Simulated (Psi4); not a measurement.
Cl2Se, triplet, at a GFN2-xTB geometry (a higher spin typed on purpose: for a closed-shell molecule this is an excited state). Base run: M06-2X/aug-cc-pVDZ run with Psi4.

Input for Psi4:
```
memory 2 GB

molecule mol {
0 3
  Se    0.090386    0.108805    0.817836
  Cl    0.976743    1.181393   -0.742519
  Cl   -1.157515   -1.399003   -0.893154
}

set basis aug-cc-pvdz
set reference uks

energy('m06-2x')
print_variables()
```

The base run was repeated with changes; each row names its change, and settings that it needs were set with it.

| change | ΔE vs base (mEh) | SCF cycles | grid points | basis functions |
|---|---|---|---|---|
| base | 0.000 | 12 | 66007 | 90 |
| e_convergence = 1e-8 | 0.000 | 13 | 66007 | 90 |
| dft_radial_scheme = becke | 0.009 | 12 | 57085 | 90 |
| level_shift = 1.0 | 0.000 | 12 | 66007 | 90 |
| dft_radial_scheme = multiexp | 2.430 | 12 | 67905 | 90 |
| scf_initial_accelerator = none | 0.000 | 12 | 66007 | 90 |
| dft_basis_tolerance = 1e-8 | 0.000 | 12 | 64609 | 90 |
| df_basis_scf = def2-universal-jkfit | -339.7 | 12 | 66007 | 90 |
| d_convergence = 1e-10 | 0.000 | 22 | 66007 | 90 |
| diis_max_vecs = 15 | 0.000 | 12 | 66007 | 90 |
| level_shift = 0.3 | 0.000 | 12 | 66007 | 90 |
| guess = modhuckel | 0.000 | 12 | 66007 | 90 |
| e_convergence = 1e-10 | 0.000 | 15 | 66007 | 90 |

Open shells are given as the SCF converged; they aren't shown to be the lowest states, and a large step between rows can be another state.
